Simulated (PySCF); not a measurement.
Al(Cl)(Br)(NH2) (AlBrClH2N), SMILES [Cl][Al]([Br])[NH2]. Geometry: PBE0-D3(BJ)/def2-SVP. The structure was generated by enumeration; whether it is a known compound was not checked. The values are those of a single conformer.

Method: PBE0-D3(BJ)/def2-SVP (PySCF).

Harmonic wavenumbers (cm⁻¹): 128, 161, 210, 361, 363, 417, 553, 691, 877, 1518, 3622, 3719. Rotational constants (GHz): 4.122, 1.338, 1.010; symmetry number 1.

Work out the zero-point energy and the ideal-gas rigid-rotor harmonic-oscillator thermochemistry at 298.15 K and 1 atm.

ZPE = ½ Σ hcν = ½ × 12621 cm⁻¹ = 18.04 kcal/mol. H − E(el) = 22.43 kcal/mol. Entropy in cal/(mol K): translation 41.09, rotation 28.45, vibration 11.71, total 81.24. G − E(el) = -1.80 kcal/mol. Cp = 20.71 cal/(mol K). Modes under 150 cm⁻¹ make the vibrational entropy uncertain.
